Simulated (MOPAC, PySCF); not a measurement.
C$_{7}$H$_{8}$OS$_{2}$Si, SMILES `COc1cc2sc([SiH3])cc2s1` (C–O–C–S torsion 0°), neutral singlet in the gas phase. 

Cartesian coordinates (Å):
```xyz
19

C     -4.2010     0.5863     0.1436
O     -3.4139    -0.5535    -0.0908
C     -2.0881    -0.4210    -0.0841
C     -1.2014    -1.4459    -0.2974
C      0.1348    -0.9688    -0.2235
S      1.6964    -1.6805    -0.3854
C      2.4991    -0.1576    -0.0993
Si     4.3547     0.0047    -0.0945
C      1.5887     0.8576     0.1125
C      0.2520     0.3945     0.0414
S     -1.3092     1.1320     0.2083
H     -4.0231     1.3601    -0.6240
H     -5.2485     0.2655     0.0961
H     -3.9974     1.0150     1.1407
H     -1.5199    -2.4680    -0.4927
H      4.9447    -0.3926    -1.4093
H      4.6717     1.4377     0.1811
H      4.9791    -0.8553     0.9567
H      1.8815     1.8897     0.3101
```
Charge 0, spin multiplicity 1.

All levels are single points at this geometry (PBE0-D3(BJ)/def2-SVP); Pople sets use spherical d functions. Orbital energies aren't observables, and empty levels follow the basis.

```json
[
 {"level": "M06-2X/def2-TZVP in PySCF", "HOMO (eV)": "-6.87", "LUMO (eV)": "-0.10", "gap (eV)": "6.77", "dipole (D)": "2.49", "vertical IE, Delta-SCF (eV)": "7.60"},
 {"level": "PBE-D3(BJ)/def2-TZVP in PySCF", "HOMO (eV)": "-4.90", "LUMO (eV)": "-1.60", "gap (eV)": "3.30", "dipole (D)": "2.91", "vertical IE, Delta-SCF (eV)": "7.21"},
 {"level": "B3LYP/3-21G in PySCF", "HOMO (eV)": "-5.43", "LUMO (eV)": "-0.69", "gap (eV)": "4.74", "dipole (D)": "2.81", "vertical IE, Delta-SCF (eV)": "–"},
 {"level": "B3LYP/6-311+G** in PySCF", "HOMO (eV)": "-5.65", "LUMO (eV)": "-1.03", "gap (eV)": "4.62", "dipole (D)": "2.70", "vertical IE, Delta-SCF (eV)": "–"},
 {"level": "B3LYP/LANL2DZ in PySCF", "HOMO (eV)": "-5.61", "LUMO (eV)": "-0.86", "gap (eV)": "4.75", "dipole (D)": "2.57", "vertical IE, Delta-SCF (eV)": "–"},
 {"level": "BP86/6-31G* in PySCF", "HOMO (eV)": "-4.73", "LUMO (eV)": "-1.41", "gap (eV)": "3.32", "dipole (D)": "2.97", "vertical IE, Delta-SCF (eV)": "–"},
 {"level": "M06-2X/6-31G* in PySCF", "HOMO (eV)": "-6.67", "LUMO (eV)": "0.15", "gap (eV)": "6.82", "dipole (D)": "2.53", "vertical IE, Delta-SCF (eV)": "–"},
 {"level": "PBE/6-31G* in PySCF", "HOMO (eV)": "-4.64", "LUMO (eV)": "-1.32", "gap (eV)": "3.32", "dipole (D)": "2.97", "vertical IE, Delta-SCF (eV)": "7.03"},
 {"level": "SVWN5/6-31G* in PySCF", "HOMO (eV)": "-4.79", "LUMO (eV)": "-1.48", "gap (eV)": "3.31", "dipole (D)": "2.93", "vertical IE, Delta-SCF (eV)": "7.21"},
 {"level": "HF/3-21G in PySCF", "HOMO (eV)": "-7.82", "LUMO (eV)": "2.56", "gap (eV)": "10.38", "dipole (D)": "2.72", "vertical IE, Delta-SCF (eV)": "–"},
 {"level": "HF/6-31G* in PySCF", "HOMO (eV)": "-7.60", "LUMO (eV)": "2.69", "gap (eV)": "10.29", "dipole (D)": "2.70", "vertical IE, Delta-SCF (eV)": "–"},
 {"level": "PM3 in MOPAC", "HOMO (eV)": "-8.57", "LUMO (eV)": "-0.68", "gap (eV)": "7.89", "dipole (D)": "1.40", "vertical IE, Delta-SCF (eV)": "–"},
 {"level": "PM7 in MOPAC", "HOMO (eV)": "-8.34", "LUMO (eV)": "-0.71", "gap (eV)": "7.63", "dipole (D)": "2.02", "vertical IE, Delta-SCF (eV)": "–"}
]
```
